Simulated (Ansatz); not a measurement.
Two structures of BPNH7O2, singlet, reached by relaxing down either side of one saddle point (PBE0-D4/def2-TZVP). Energies are electronic, without zero-point energy. Program: Ansatz 0.2.0. Basis: def2-TZVPP and def2-QZVPP. Cores are frozen in the correlated methods. Extrapolation: Hartree–Fock as exp(−7.88 √X), correlation as X^−2.97. First:

```json
{"atom": "B1", "x (Å)": "0.5331", "y (Å)": "-1.1181", "z (Å)": "-0.0922"}
{"atom": "N2", "x (Å)": "1.2352", "y (Å)": "-2.3325", "z (Å)": "0.0783"}
{"atom": "O3", "x (Å)": "0.4663", "y (Å)": "-0.1414", "z (Å)": "0.8867"}
{"atom": "O4", "x (Å)": "-0.1093", "y (Å)": "-0.8940", "z (Å)": "-1.2759"}
{"atom": "H5", "x (Å)": "-0.2019", "y (Å)": "2.9055", "z (Å)": "0.0786"}
{"atom": "P6", "x (Å)": "-1.3195", "y (Å)": "2.1994", "z (Å)": "-0.4270"}
{"atom": "H7", "x (Å)": "1.2609", "y (Å)": "-3.0181", "z (Å)": "-0.6542"}
{"atom": "H8", "x (Å)": "1.7358", "y (Å)": "-2.5950", "z (Å)": "0.9056"}
{"atom": "H9", "x (Å)": "0.9369", "y (Å)": "-0.3608", "z (Å)": "1.6910"}
{"atom": "H10", "x (Å)": "-0.5545", "y (Å)": "-0.0366", "z (Å)": "-1.2867"}
{"atom": "H11", "x (Å)": "-1.9243", "y (Å)": "2.0235", "z (Å)": "0.8405"}
{"atom": "H12", "x (Å)": "-2.0587", "y (Å)": "3.3683", "z (Å)": "-0.7447"}
```

Second:

```xyz
12
angstrom
B -0.3738 -0.3263 0.0293
N 1.2778 -0.1918 -0.1309
O -0.5132 -1.0102 1.2808
O -0.7489 -1.0709 -1.1324
H 1.6715 0.4206 0.5752
P -1.1806 1.5120 0.0185
H 1.5075 0.1660 -1.0520
H 1.6820 -1.1207 -0.0302
H -1.2331 -0.6673 1.8095
H -1.2142 -1.8654 -0.8649
H -0.1775 2.2180 0.7450
H -0.6976 1.9363 -1.2480
```

**Question.** Which bonds change from the first to the second?

**Answer.** BNH₄O₂ ([NH2][B]([OH])[OH]) + PH₃ → BPH₄O₂ ([OH][B]([OH])[PH2]) + NH₃ (still joined by a long B–N bond); bonds formed: B1–P6, N2–H5; bonds broken: H5–P6; bonds weakened to dative contacts: B1–N2.

**Question.** Give the saddle point's structure and its height above each. (To be estimated.)

**Answer.** Computed: 49.00 kcal/mol above the first and 30.64 kcal/mol above the second (CCSD(T) at an estimated basis limit (MP2 extrapolated from triple and quadruple zeta, plus CCSD(T) − MP2 in triple zeta)).
B1  (-0.221, -0.912, -0.060)
N2  (1.212, -0.343, -0.177)
O3  (-0.748, -1.204, 1.161)
O4  (-0.647, -1.494, -1.204)
H5  (0.757, 0.703, -0.136)
P6  (-0.976, 1.754, -0.109)
H7  (1.649, -0.535, -1.074)
H8  (1.841, -0.559, 0.590)
H9  (-0.615, -0.524, 1.825)
H10  (-1.556, -1.800, -1.144)
H11  (-0.568, 2.270, 1.159)
H12  (-0.128, 2.645, -0.830)
(Å)

T1 diagnostic: at most 0.014.

Labels in which every atom is bracketed show which atoms are joined, not bond orders.

For scale, one of the runs: CCSD(T)/def2-TZVPP, 264 basis functions, launched by `ansatz run in.yaml --threads 8 --pin off --events-out ev --progress --plain --max-ram 19148MiB`. Hardware: 8 CPU threads of a Oxide Virtual Turin-like, shared host. Wall time 75 s; peak host memory 6.7 GiB.
